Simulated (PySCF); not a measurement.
## Does the structure fit the spectrum?

A compound C₈H₇OP gives the data below (simulated from a calculation) and was assigned the structure `Cc1ccccc1P=C=O`.

13C{1H} NMR (computed): δ 211.9 (C), 163.4 (C), 148.2 (C), 134.5 (CH), 130.4 (CH), 127.7 (CH), 118.5 (CH), 22.0 (CH3).

1H NMR (500 MHz, computed): δ 8.35 (m, 1H), 7.90 (m, 1H), 7.69 (m, 1H), 7.56 (m, 1H), 3.12 (m, 3H).

- NMR shieldings at PBE0/pcSseg-1/GIAO
- coordinates at the GFN2-xTB level
- code: PySCF 2.14.0 with density-fitted response routines
- single conformer, averaged over atoms made equivalent by symmetry, fast rotation or ring inversion, in vacuum, no relativistic terms

Shifts are taken against calculated references (same method and geometry level): 1H and 13C against TMS.

(1) Compare with the shifts computed for the proposed structure, pairing carbons in order of shift.

(2) Which isomer fits?

Answers

(1) Atom-mapped SMILES (the numbers label the heavy atoms): `[CH3:1][c:2]1[cH:3][cH:4][cH:5][cH:6][c:7]1[P:8]=[C:9]=[O:10]`. Hydrogens are named by the atom that carries them.

```tsv
atom	computed for proposal	given list	difference
C9	225.5	211.9	+13.6
C2	146.2	163.4	-17.2
C6	139.7	148.2	-8.5
C3	135.7	134.5	+1.2
C4	133.2	130.4	+2.8
C5	132.1	127.7	+4.4
C7	129.6	118.5	+11.1
C1	24.7	22.0	+2.7
```

The rms difference is 9.4 ppm and the largest -17.2 ppm at C2 (substituted aromatic carbon). The carbon types in order of shift don't match either: C, C, CH, CH, CH, CH, C, CH3 for the proposal against C, C, C, CH, CH, CH, CH, CH3 in the data. The proposal doesn't fit.

(2) `Cc1oc2ccccc2p1`.

- δC 211.9: substituted aromatic carbon next to the ring oxygen.
- δC 163.4, 148.2: ring-fusion aromatic carbon.
- δC 134.5, 130.4, 127.7, 118.5: aromatic CH.
- δH 3.12: hydrogen on a methyl carbon on an aromatic ring; benzylic-type position, deshielded by the ring.

The data come from this structure; uniqueness wasn't tested.

Splittings by 31P in the carbon and heteronuclear signals aren't shown, as no couplings were computed. Shifts are as computed. Against solution values, carbons near 30 ppm lie about +3 ppm off and those near 130 ppm about +5 ppm. Of 1211 compounds with measured shifts, 218 miss one by over three times the rms of a fit or turn the order of signals round; such compounds aren't used in these exercises. No couplings were computed; multiplicities are counted from neighbouring protons, with m where these are inequivalent, close in shift, in a saturated or five-membered ring or joined by F or P, and br s for small geminal =CH2 splittings.
